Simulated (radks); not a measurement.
Values are calculated unless marked as measured or tabulated.
Problem. The mean radii <r> (bohr) of the occupied orbitals of an atom or ion are listed with their occupations. Code: a radial shooting solver on a logarithmic mesh with Libxc functionals. Model: scalar-relativistic Kohn-Sham, r2SCAN, spin-polarised, spherical densities, finite nucleus; meta-GGA in the generalised Kohn-Sham scheme; Fermi nuclear charge, rms radius of each element as measured or else 0.836 A^(1/3) + 0.57 fm.

orbital  occ.      <r>
1s up       1  0.03429
1s down     1  0.03429
2s up       1   0.1494
2s down     1   0.1494
2p up       3   0.1303
2p down     3   0.1303
3s up       1   0.4124
3s down     1   0.4124
3p up       3   0.4131
3p down     3   0.4126
3d up       5   0.3943
3d down     5   0.3926
4s up       1   0.9572
4p up       3    1.007

Name the element and its charge. Open shells, if any, are filled with parallel spins first.

Solution. Z = 43, technetium, charge +11: Tc11+ in [Ar] 3d10 4s1 4p3. The 1s radius gives Z: for a bare nucleus <r> = (2 gamma + 1)/(2Z) with gamma = sqrt(1 - (Z/c)^2), 0.03371 bohr for Z = 43, and screening makes it slightly larger (0.03429 here). The occupations add up to 32, and the charge is Z minus that.
